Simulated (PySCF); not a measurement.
## La+ (lanthanum, charge +1) across methods

[Xe] 4f1 5d1, one real determinant (an excited configuration). All numbers are calculated (PySCF 2.14, scalar relativity by spin-free X2C-1e, in x2c-TZVPPall with one added diffuse shell each of s, p, d type (12s8p8d3f1g, 106 functions)).

```csv
method,E (hartree),mean ε 5p β (eV),mean ε 5d α (eV),mean ε 4f α (eV),Σ⟨r²⟩ (bohr²),⟨S²⟩
PBE0,-8491.74,-25.675,-7.883,-3.258,57.48,2.002
PBE,-8491.69,-24.119,-7.121,-2.247,57.78,2.001
LDA,-8484.90,-24.345,-7.064,-2.216,57.76,2.000
UHF,-8488.85090,-29.322,-9.516,-5.953,58.18,2.004
```

⟨L²⟩ = 17.95 against 30 for a pure H term, so this real determinant mixes terms. Spin-orbit coupling, absent here, splits the open shell strongly.
